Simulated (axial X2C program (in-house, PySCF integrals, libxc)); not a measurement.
Photoelectron levels of ICl by EOM-IP-CCSD

Computed with an axial X2C code built on PySCF integrals: two-component X2C with atomic mean-field Coulomb and Gaunt terms, Gaussian nuclei, basis I dyall-cv3z, Cl dyall-av3z with contracted cores.

R = 2.685 Å (1.150 times 2.335 Å, the PBE0 minimum at charge 0 for the lowest determinant).

Vertical ionisation energies of ICl to the states of ICl⁺:

| Ω of ICl⁺ | vertical IE (eV) | above lowest (cm⁻¹) | ionised spinor | one-hole weight |
| --- | --- | --- | --- | --- |
| 3/2 | 10.387 | 0 | 77% I pπ, 21% Cl pπ | 0.94 |
| 1/2 | 10.907 | 4197 | 56% I pπ, 37% Cl pπ | 0.93 |
| 3/2 | 11.834 | 11672 | 79% Cl pπ, 20% I pπ | 0.91 |
| 1/2 | 12.026 | 13224 | 61% Cl pπ, 32% I pπ | 0.91 |
| 1/2 | 13.189 | 22604 | 53% Cl pσ, 34% I pσ | 0.91 |

**Question.** What is the splitting of the first π pair in the table, and is it regular or inverted?

**Answer.** E(3/2) − E(1/2) = 0 − 4197 = -4197 cm⁻¹ at EOM-IP-CCSD: inverted, Ω = 3/2 lower. Splittings at this level can be off by ten to twenty per cent.

This point took 11 s on 1 thread of Arm Neoverse V1 (shared host).

Reference electrons by ω block (each with its −ω partner): 1/2: 23, 3/2: 10, 5/2: 2. 14 electrons of ICl correlated (inner shells frozen), 92 natural virtual spinors (a truncated set); levels can be off by some tenths of an eV. Roots sought by Ω: (1/2: 4, 3/2: 3, 5/2: 1); the list ends where they run out and leaves out roots under 60 % one-particle weight. The solver can skip a root, and states that need a further excitation, which the method places far too high, are missing though they may lie low or lowest. T1 of the reference 0.012 (Lee–Taylor). Number of frozen shells: I 4 s, 3 p, 2 d; Cl 2 s, 1 p.
